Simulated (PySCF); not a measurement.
# How methods differ on the excitation energy of Mo⁺

Mo⁺ [Kr] 4d5 (6S) → Mo⁺ [Kr] 4d4 5p1 (high-spin determinant), as a difference of total energies. Calculation: PySCF 2.14, in x2c-TZVPPall; the spin-free X2C one-electron Hamiltonian (Gaussian nucleus). Correlated levels: valence: [Kr] frozen; valence and next inner shell: [Ar] 3d10 frozen. The calculations carry no spin-orbit coupling.

| method | excitation energy (eV) |
| --- | --- |
| UHF | 5.581 |
| LDA | 5.916 |
| PBE | 5.849 |
| PBE0 | 5.931 |
| r2SCAN | 5.926 |
| M06-2X | 5.817 |
| LC-wPBE | 6.067 |
| B2PLYP | 5.837 |
| wB97X | 5.996 |
| MP2 (valence) | 5.936 |
| SCS-MP2 (valence) | 5.700 |
| MP2 (valence and next inner shell) | 6.109 |
| SCS-MP2 (valence and next inner shell) | 5.900 |

Q: How much does correlation contribute at MP2 (valence and next inner shell)?

A: 6.109 − (5.581) = 0.528 eV, measured against UHF.

A first-order spin-orbit estimate (lowest level to lowest level, LS coupling) adds -0.182 eV.

The basis was made for the ground configuration and has no added diffuse functions, so the excitation energy can come out too high.

The determinant of the upper state mixes LS terms, which raises its energy above the lowest term, most at the Hartree-Fock and MP2 levels.
